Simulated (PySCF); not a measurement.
Computed IR spectrum (relative IR intensity) of a molecule C2H9ClOSi2. Coordinates come from a PBE-D3(BJ)/def2-SVP optimisation. The values are those of a single conformer. Method: PBE-D3(BJ)/def2-SVP (PySCF). Frequencies are harmonic and unscaled.

ν (cm⁻¹): 270 (vw), 468 (w), 582 (w), 679 (vw), 694 (w), 712 (w), 789 (m), 814 (m), 832 (m), 915 (m), 951 (vs), 1036 (s), 1219 (w), 1223 (w), 2163 (m), 2171 (m), 2187 (m) (against the strongest line: vs over 80 %, s over 45 %, m over 15 %, w over 4 %, vw less)…

**Question.** Pick the molecule that these values belong to.
A) C[C@@H](O)[Si@H]([SiH3])Cl
B) CC[SiH2][Si@H](O)Cl
C) C[Si](C)(Cl)O[SiH3]
D) C[Si@H](Cl)OC[SiH3]

**Answer.** C, C[Si](C)(Cl)O[SiH3]
